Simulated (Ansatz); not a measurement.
`O[SiH2]CBF` + `C[SiH2]O` → `C[SiH2]O[SiH2]O` + `CBF`  (ligand exchange at the Si–C bond)

Calculated with Ansatz (gas phase, PBE0-D4/def2-TZVP geometries, no zero-point term in ΔE). CBS: MP2 limit from def2 TZ/QZ plus the TZ coupled-cluster correction, frozen cores. This one scheme is used for every species. Functionals use def2-TZVPP. B3LYP here is the variant with VWN-RPA as its local correlation; programs differ in this. One conformer a species, not always the lowest.

`O[SiH2]CBF`:

Z-matrix (Å, degrees):
```
Si
C 1 1.886
O 1 1.645 2 110.5
H 1 1.481 2 110.4 3 -117.2
H 1 1.489 2 109.0 3 123.0
B 2 1.538 1 109.2 3 -64.8
H 2 1.093 1 107.6 3 172.6
H 2 1.096 1 104.6 3 55.7
H 3 0.959 1 117.8 2 43.8
F 6 1.336 2 118.8 1 75.6
H 6 1.199 2 125.1 1 -100.1
```

`C[SiH2]O`:

Cartesian coordinates in Å:
```
C -0.924 0.463 -0.555
Si 0.260 -0.445 0.560
O 1.764 -0.602 -0.103
H -1.917 0.505 -0.099
H -1.014 -0.039 -1.521
H -0.597 1.491 -0.734
H -0.204 -1.835 0.792
H 0.339 0.272 1.866
H 2.291 0.190 -0.206
```

`C[SiH2]O[SiH2]O`:

Z-matrix (Å, degrees):
```
C
Si 1 1.860
H 1 1.093 2 111.2
H 1 1.093 2 110.9 3 -120.6
H 1 1.094 2 110.3 3 119.8
O 2 1.644 1 111.3 3 60.0
H 2 1.486 1 110.8 3 -59.3
H 2 1.488 1 110.2 3 -179.5
Si 6 1.628 2 142.8 1 28.7
O 9 1.642 6 112.3 2 49.1
H 9 1.483 6 106.5 2 170.8
H 9 1.480 6 110.2 2 -67.2
H 10 0.958 9 118.1 6 72.5
```

`CBF`:

Cartesian coordinates in Å:
```
C -0.345 0.120 -0.583
B 0.426 -0.153 0.737
F 1.750 -0.068 0.775
H 0.297 0.372 -1.428
H -1.064 0.932 -0.427
H -0.953 -0.754 -0.843
H -0.112 -0.449 1.770
```

| level | ΔE (kJ/mol) | difference from CCSD(T)/CBS |
| --- | --- | --- |
| PBE-D4 | -103.7 | 13.8 |
| r2SCAN-D4 | -114.6 | 2.9 |
| PBE0-D4 | -109.2 | 8.3 |
| B3LYP-D4 | -121.6 | -4.1 |
| ωB97X-V | -116.7 | 0.8 |
| B2PLYP | -121.4 | -3.9 |
| PBE | -102.9 | 14.6 |
| r2SCAN | -114.1 | 3.4 |
| PBE0 | -108.3 | 9.2 |
| HF/def2-TZVPP | -139.2 | -21.7 |
| SCS-MP2/def2-TZVPP | -122.4 | -4.9 |
| HF/def2-QZVPP | -141.1 | -23.6 |
| MP2/def2-QZVPP | -118.5 | -1.0 |
| HF/CBS(def2) | -141.3 | -23.8 |
| MP2/CBS(def2) | -117.7 | -0.2 |
| CCSD/CBS(def2) | -120.6 | -3.1 |
| CCSD(T)/CBS | -117.5 | 0 |

Largest T1 diagnostic among the species: 0.012.

In def2-TZVPP, CCSD(T) changes the Hartree–Fock value by +21.4 kJ/mol (the triples alone add +3.1 kJ/mol) and MP2 by +21.2 kJ/mol. From PBE to PBE0 (25 % exact exchange), in def2-TZVPP and without D4, ΔE moves by −5.3 kJ/mol.

CCSD(T)/CBS has its own doubt, a few kJ/mol and more with outer-core shells, so smaller differences from it don't rank the levels.
